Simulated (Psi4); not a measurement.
H$_{3}$AlOS$_{2}$ (SMILES [OH][Al]([SH])[SH]), singlet, geometry from GFN2-xTB (such geometries of metal compounds can be far from the true shape); FNO-CCSD(T)/def2-SVP in Psi4.

Psi4 was given this input:
```
memory 2 GB

molecule {
0 1
Al    0.35537872   -0.15679662    0.02921968
O     1.79928144   -0.86397662    0.33858318
H     2.66436275   -1.24244340    0.40096787
S    -1.14658004   -0.13190398    1.63986005
H    -0.31321079   -0.77093085    2.44614012
S    -0.10577813    0.74774576   -1.91491233
H    -1.32759622    1.11007478   -1.53479282
}

set {
  basis def2-svp
  freeze_core true
}

energy('fno-ccsd(t)')
print_variables()
```

What the program printed (banner, timings and long lists left out):

```
   => Loading Basis Set <=

    Name: DEF2-SVP
    Role: ORBITAL
    Keyword: BASIS

         ---------------------------------------------------------
                                   SCF
               by Justin Turney, Rob Parrish, Andy Simmonett
                          and Daniel G. A. Smith
                              RHF Reference
         ---------------------------------------------------------

  ==> Geometry <==

    Molecular point group: c1
    Full point group: C1

    Geometry (in Angstrom), charge = 0, multiplicity = 1:

       Center              X                  Y                   Z               Mass
    ------------   -----------------  -----------------  -----------------  -----------------
         AL           0.361208064058    -0.163432021862     0.040747414147    26.981538530000
         O            1.805110784058    -0.870612021862     0.350110914147    15.994914619570
         H            2.670192094058    -1.249078801862     0.412495604147     1.007825032230
         S           -1.140750695942    -0.138539381862     1.651387784147    31.972071174400
         H           -0.307381445942    -0.777566251862     2.457667854147     1.007825032230
         S           -0.099948785942     0.741110358138    -1.903384595853    31.972071174400
         H           -1.321766875942     1.103439378138    -1.523265085853     1.007825032230

  Running in c1 symmetry.

  Rotational constants: A =      0.14742  B =      0.07015  C =      0.04753 [cm^-1]
  Rotational constants: A =   4419.39201  B =   2103.10271  C =   1424.98165 [MHz]
  Nuclear repulsion =  246.411147712169793

  Charge       = 0
  Multiplicity = 1
  Electrons    = 56
  Nalpha       = 28
  Nbeta        = 28

  ==> Algorithm <==

  SCF Algorithm Type is PK.
  DIIS enabled.
  MOM disabled.
  Fractional occupation disabled.
  Guess Type is SAD.
  Energy threshold   = 1.00e-08
  Density threshold  = 1.00e-08
  Integral threshold = 1.00e-12

  ==> Primary Basis <==

  Basis Set: DEF2-SVP
    Blend: DEF2-SVP
    Number of shells: 39
    Number of basis functions: 83
    Number of Cartesian functions: 87
    Spherical Harmonics?: true
    Max angular momentum: 2

  ==> Integral Setup <==

  Using in-core PK algorithm.
   Calculation information:
      Number of atoms:                   7
      Number of AO shells:              39
      Number of primitives:             81
      Number of atomic orbitals:        87
      Number of basis functions:        83

[...]
  @RHF Final Energy: -1113.35681076843321
    Total Energy =                      -1113.3568107684332062
      * MP2 total energy:                  -1113.860414579291
      * MP2 total energy:                  -1113.860414579291
[...]
        SS MP2.5 correlation energy:          -0.124387428191
        MP2.5 correlation energy:             -0.520785452786
      * MP2.5 total energy:                -1113.877596221219

        OS MP3 correlation energy:            -0.415791658090
        SS MP3 correlation energy:            -0.122175436624
        MP3 correlation energy:               -0.537967094714
      * MP3 total energy:                  -1113.894777863147

        OS MP4(SDQ) correlation energy:       -0.424653517620
        SS MP4(SDQ) correlation energy:       -0.114611466696
        MP4(SDQ) correlation energy:          -0.544238003692
      * MP4(SDQ) total energy:             -1113.901048772125

        OS CCSD correlation energy:           -0.426608356705
        SS CCSD correlation energy:           -0.117780694612
        CCSD correlation energy:              -0.544389051317
      * CCSD total energy:                 -1113.901199819750

  Total time for CCSD iterations:        4.53 s (user)
                                         1.41 s (system)
                                            7 s (total)

  Time per iteration:                    0.35 s (user)
                                         0.11 s (system)
                                         0.58 s (total)

        ==> Resort (ov|vv) integrals for low-memory (T) computation <==

        *******************************************************
        *                                                     *
        *                      CCSD(T)                        *
        *                                                     *
        *******************************************************

        Using low-memory algorithm.

        num_threads:                      1
        memory requirements:        7.44 mb

        Number of abc combinations: 29260

        Computing (T) correction...

        % complete  total time
              10.0
              20.0
              30.0
              40.0
              50.0
              60.0
              70.0
              80.0
              90.0

        (T) energy                            -0.013061223854

        CCSD(T) correlation energy            -0.557450275171
      * CCSD(T) total energy               -1113.914261043604

  Variable Map:
  ----------------------------------------------------------------------------
[...]
  Array Variable Map:
  ----------------------------------------------------------------------------
[...]
[...]
```
